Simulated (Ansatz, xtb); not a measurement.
**CH7SbSi+: which of two structures lies lower**

We compare I, the doublet with the links of `[CH3][SbH2+][SiH2]`, with II, a doublet given by its coordinates. Both are isolated ions in the gas phase, relaxed with PBE0-D3(BJ)/def2-SVP; the shapes shown needn't be the lowest conformers.

I (Å):

```xyz
10

C    -2.5226   -1.1340    0.7654
Sb   -0.6971   -0.0621    0.6290
Si    1.3893   -1.5438    0.9066
H    -3.3496   -0.4305    0.6003
H    -2.5926   -1.5796    1.7665
H    -2.5254   -1.9174   -0.0038
H    -0.6721    0.6921   -0.8733
H    -0.7883    1.2172    1.7230
H     1.2394   -2.2159    2.2268
H     2.5687   -0.6477    0.7589
```

II (Å):

```json
{"atom": "C", "x (Å)": "-0.6986", "y (Å)": "0.9507", "z (Å)": "0.1546"}
{"atom": "Sb", "x (Å)": "0.9527", "y (Å)": "0.6010", "z (Å)": "1.4333"}
{"atom": "Si", "x (Å)": "-0.9201", "y (Å)": "-0.4973", "z (Å)": "-1.1113"}
{"atom": "H", "x (Å)": "-0.5141", "y (Å)": "1.9058", "z (Å)": "-0.3630"}
{"atom": "H", "x (Å)": "-2.1041", "y (Å)": "-0.0976", "z (Å)": "-1.9205"}
{"atom": "H", "x (Å)": "0.3277", "y (Å)": "-0.5871", "z (Å)": "-1.9159"}
{"atom": "H", "x (Å)": "-1.1445", "y (Å)": "-1.7452", "z (Å)": "-0.3336"}
{"atom": "H", "x (Å)": "-1.5895", "y (Å)": "1.0592", "z (Å)": "0.7938"}
{"atom": "H", "x (Å)": "0.7414", "y (Å)": "-0.8734", "z (Å)": "2.2354"}
{"atom": "H", "x (Å)": "2.3514", "y (Å)": "0.3942", "z (Å)": "0.5044"}
```

Close contacts (Å): C1–Sb2 2.12, C1–Si3 1.94, C1–H4 1.10, C1–H8 1.10, Sb2–H9 1.69, Sb2–H10 1.69, Si3–H5 1.49, Si3–H6 1.49, Si3–H7 1.49.

Task: Estimate E(II) − E(I) at the level CCSD(T)/def2-SVP + ΔMP2/def2-TZVPP.

Result: Not settled: CCSD(T)/def2-SVP + ΔMP2/def2-TZVPP gives E(II) − E(I) = +0.078 eV, but this leans on the basis-set step: CCSD(T) alone gives +0.042 eV.

How the difference moves with the method:

| level | geometry | E(II) − E(I) (eV) | departure from the last row (eV) | job, with rough time for the two |
| --- | --- | --- | --- | --- |
| GFN2-xTB | GFN2-xTB | −0.003 | −0.081 | optimisation, 0.54 s |
| HF/STO-3G | GFN2-xTB | +0.446 | +0.368 | single point, 1.7 s |
| r2SCAN-D4/def2-SVP | GFN2-xTB | −0.005 | −0.083 | single point, 5.7 s |
| PBE0-D3(BJ)/def2-SVP | PBE0-D3(BJ)/def2-SVP | +0.151 | +0.073 | optimisation, 2.1 min |
| HF/def2-SVP | PBE0-D3(BJ)/def2-SVP | +0.136 | +0.058 | part of the CCSD(T) run |
| MP2/def2-SVP | PBE0-D3(BJ)/def2-SVP | +0.045 | −0.033 | part of the CCSD(T) run |
| CCSD(T)/def2-SVP | PBE0-D3(BJ)/def2-SVP | +0.042 | −0.036 | single point |
| CCSD(T)/def2-SVP + ΔMP2/def2-TZVPP | PBE0-D3(BJ)/def2-SVP | +0.078 |  | single point, 56 s |

GFN2-xTB, r2SCAN-D4/def2-SVP find them nearly level. The largest departure from CCSD(T)/def2-SVP + ΔMP2/def2-TZVPP is that of HF/STO-3G, 0.368 eV. The last row adds to CCSD(T) the change of the MP2 difference between the two basis sets, here +0.036 eV.

With harmonic frequencies from PBE0-D3(BJ)/def2-SVP (ideal gas, rigid rotor, one conformer each, 298.15 K, 1 atm): on the last row, ΔE + ΔZPE = +0.022, ΔH = +0.007, ΔG = +0.039 eV.

Open shells are spin-unrestricted. The correlated steps freeze 10 core orbitals; the filled d shell of Sb is correlated, in a basis made for valence electrons. Atoms past krypton carry core potentials in the def2 sets, other sets are all-electron and non-relativistic, and no spin–orbit term is included. Mirror images aren't counted in ΔG. Codes used: Ansatz 0.2.0, xtb 6.7.1; the last row on 2 threads of Intel(R) Xeon(R) Processor @ 2.70GHz on a shared host.
